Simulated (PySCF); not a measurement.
Species: CH4OSi2, SMILES `O=[Si]1C[SiH2]1` (charge 0, multiplicity 1).

Question: Give the HOMO–LUMO gap, HOMO and dipole moment at the level TPSSh-D3(BJ)/def2-TZVP // B3LYP-D3(BJ)/def2-TZVP (PySCF).

Answer: 
```
Quantity          Value
-------------  --------
HOMO–LUMO gap   3.75 eV
HOMO           -6.52 eV
dipole moment    4.44 D
```
